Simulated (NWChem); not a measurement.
System: TiOCl₂; SMILES [Ti]([Cl])([Cl])=[O]

NWChem input:

```
start job
memory heap 200 mb stack 900 mb global 1100 mb
geometry units angstroms noautoz
  Ti    -0.275285     0.094174     0.000000
  Cl     0.658133    -0.030229     2.006457
  Cl     0.658133    -0.030229    -2.006457
  O     -1.816134     0.389950     0.000000
end
basis spherical
  * library 3-21g
end
dft
  xc pbe0
  iterations 150
  mulliken
end
task dft energy
```

Structure relaxed at the PBE0/def2-SVP level.

Q: Give the results of this calculation. (PBE0/3-21G.) Quantities: basis functions; energy (Ha); highest occupied level (eV); orbital gap (eV); dipole (D).

A: The number of basis functions is 62 and the energy (Ha) comes out as -1835.70. The highest occupied level (eV) is -9.46 and the orbital gap (eV) comes out as 5.19. The dipole (D) is 0.64.
